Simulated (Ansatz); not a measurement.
Reactions of H₆S₂SiSn (`S[SiH2][SnH2][SH]`).

Isolated molecules relaxed with PBE0-D4/def2-TZVP in Ansatz; ΔE leaves out vibrations. CBS: MP2 limit from def2 TZ/QZ plus the TZ coupled-cluster correction, frozen cores. This one scheme is used for every species. DFT in def2-TZVPP. Elements past krypton have def2 core potentials. For Se, Sn outer-core shells are correlated without core-valence functions, which leaves a few kJ/mol of doubt a bond. Scalar relativity is left out up to krypton. One conformer a species, not always the lowest.

```tsv
reaction	PBE-D4 (kcal/mol)	MP2/CBS(def2) (kcal/mol)	CCSD(T)/CBS(def2) (kcal/mol)
`S[SiH2][SnH2][SH]` + HCl → `[SH][SnH2][Cl]` + `[SiH3]S`	-11.0	-14.0	-14.0
`S[SiH2][SnH2][SH]` → `[SH][SnH2][SH]` + `[SiH2]`	66.0	67.8	62.7
`S[SiH2][SnH2][SH]` + CH₃OH → `C[O][SnH2][SH]` + `[SiH3]S`	5.9	2.8	2.4
`S[SiH2][SnH2][SH]` + `[CH3][AlH][C](=N)O` → `C[SiH2][SnH2][SH]` + `N=[C](O)[AlH][SH]`	-10.8	-11.2	-11.8
`S[SiH2][SnH2][SH]` + H₂ → `S[SiH2][SnH3]` + H₂S	12.8	15.4	12.3
`S[SiH2][SnH2][SH]` + H₂O → `O[SiH2]S` + `[SH][SnH3]`	-11.0	-13.4	-14.1
`S[SiH2][SnH2][SH]` + H₂ → `[SiH3][SnH2][SH]` + H₂S	11.7	12.9	9.9
`S[SiH2][SnH2][SH]` + `OCS` → `OCS[SiH2]S` + `[SH][SnH3]`	-9.4	-9.5	-9.1
`S[SiH2][SnH2][SH]` → `[SH][SnH3]` + `[SiH]S`	47.6	52.8	47.9
`S[SiH2][SnH2][SH]` + H₂Se → `S[SiH2][SeH]` + `[SH][SnH3]`	-4.6	-6.6	-6.3
```

Largest T1 diagnostic: 0.016, for `[SiH]S`.
